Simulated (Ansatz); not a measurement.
```yaml
crystal:
  periodic: [false, false, false]
  atoms:
    - {symbol: Al, position_ang: [-0.513720, -1.105138, 1.034657]}
    - {symbol: Al, position_ang: [0.510997, 1.105850, -1.035807]}
    - {symbol: Te, position_ang: [-0.134913, 1.416279, 1.445826]}
    - {symbol: Te, position_ang: [0.137636, -1.416991, -1.444676]}
basis:
  gaussian: {orbitals: def2-SVP}
total_charge: -1
magnetization: {spin_polarized: true, initial_magnetization: 1}
hamiltonian: {xc: {name: PBE-QIDH}}
accuracy: high
scf: {omitted_lower_state_checks: [starts]}
```

```sh
$ ansatz run in.yaml --threads 4 --pin off --events-out ev --progress --plain --max-ram 4787MiB
```

It prints (some lines left out):

```
Functional definition: PBE-QIDH
2029 factors; integrals over basis functions are off by at most 3.4e-9 eV
mean field evaluation 1: about -27750.0133 eV, gradient 8.0e0 eV
mean field evaluation 2: about -27750.1427 eV, gradient 8.4e0 eV
mean field evaluation 4: about -27750.8937 eV, gradient 9.2e-1 eV
mean field evaluation 8: about -27750.9254 eV, gradient 4.5e-2 eV
mean field evaluation 16: about -27750.9255 eV, gradient 5.2e-4 eV
mean field evaluation 32: about -27750.9255 eV, gradient 2.1e-6 eV
mean field -27750.92552872 eV, -1019.8277029275 hartree, gradient 8.7e-8 eV, S^2 0.770601; 0 other end points of the search recorded, 0 dependent functions left out
18 core orbitals not correlated: weight in the atoms' cores, before any rotation towards them, 1.000 or more for the frozen orbitals, at most 0.000 for the correlated occupied ones
reference -27750.92552946 eV, -1019.8277029546 hartree; 20, 19 occupied and 50, 51 virtual orbitals, 2029 factors
second order -10.88974503 eV of doubles, -0.00000000 eV of singles
Total energy: -27754.55544447 eV, -1019.9610998707 hartree
Checks for a lower state left out: starts
```

It took 12 s on 4 threads of Arm Neoverse V1 on a shared host, peak host memory 0.58 GiB.

In the def2 sets Te takes a core potential; there is no spin–orbit coupling. Correlated methods freeze 18 core orbitals; core or outer-core shells of Te are correlated, in sets that lack core-valence functions. The highest occupied level of an anion often lies above zero with these methods, and sets without diffuse functions describe the outer electron poorly.
